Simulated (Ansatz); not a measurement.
Q: Predict a relaxed structure of SbSbSbSb tetrahedron (Sb4), charge 0, singlet, at r2SCAN-D4/def2-SVP (Ansatz).

A: 
```xyz
4

Sb   -1.3287    0.9888   -0.5333
Sb    0.8621    0.8219    1.2684
Sb    1.0757   -0.2953   -1.3354
Sb   -0.6091   -1.5153    0.6002
```
Point group Td (tolerance 0.1 Å). This is one stationary point.

In the def2 sets Sb takes a core potential; there is no spin–orbit coupling.
